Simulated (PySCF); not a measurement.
C₄H₇Cl, SMILES C/C=C(\C)Cl.

The structure is a stationary point at B3LYP-D3(BJ)/def2-SVP.

The numbers are results of ωB97X/def2-TZVP (PySCF), not measurements.

### Question
Estimate the frontier levels, gap, dipole moment and polarisability. (An estimate is asked for; the answer gives what the named calculation found.)

### Answer

```
Item                                                                                                            Value
---------------------------------------------------------------------------------------------  ----------------------
highest occupied level                                                                                       -9.20 eV
lowest empty level                                                                                            2.41 eV
orbital gap                                                                                                  11.61 eV
dipole moment                                                                                                  2.09 D
quadrupole, principal values (traceless, Buckingham form, about the centre of nuclear charge)  -2.34, -1.12, 3.45 D·Å
mean static polarisability                                                                       62.1 bohr³ (9.21 Å³)
polarisability, principal values                                                               44.3, 59.9, 82.2 bohr³
```
